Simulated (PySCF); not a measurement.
Relaxation of doublet TeH₃

These are results of UPBE0 in PySCF with Te def2-TZVP with ECP28, H def2-TZVP; scalar-relativistic core potentials, no spin–orbit coupling; density-fitted integrals, not measurements. A (50,194) grid was used.

A start at or just off a symmetric point, pushed along the force that breaks its symmetry, of Cs symmetry, free to break it:

```xyz
4
charge 0 multiplicity 2, angstrom
Te    0.0023    0.0000   -0.0258
H     1.2458    0.0000    1.0441
H    -0.7695    1.1663    1.1376
H    -0.7694   -1.1663    1.1376
```

Question: What forces act on the atoms at the start (eV/Å)?

Answer: 
```tsv
atom	Fx	Fy	Fz
Te1	0.00	0.00	0.13
H2	0.49	0.00	-0.07
H3	-0.24	-0.28	-0.03
H4	-0.24	0.28	-0.03
```

Question: What does it relax to?

Answer: It ends at Cs with Te–H 1.655 Å, Te–H 1.807 Å (×2); H–Te–H 75.5°, H–Te–H 92.0° (×2). A frequency run shows 2 imaginary modes, down to 1474i cm⁻¹, so it is a higher-order saddle point.

Question: How much energy is released, and in how many steps?

Answer: 7.3 kJ/mol in 5 steps.

No spin–orbit coupling is included, which matters more the heavier the element.
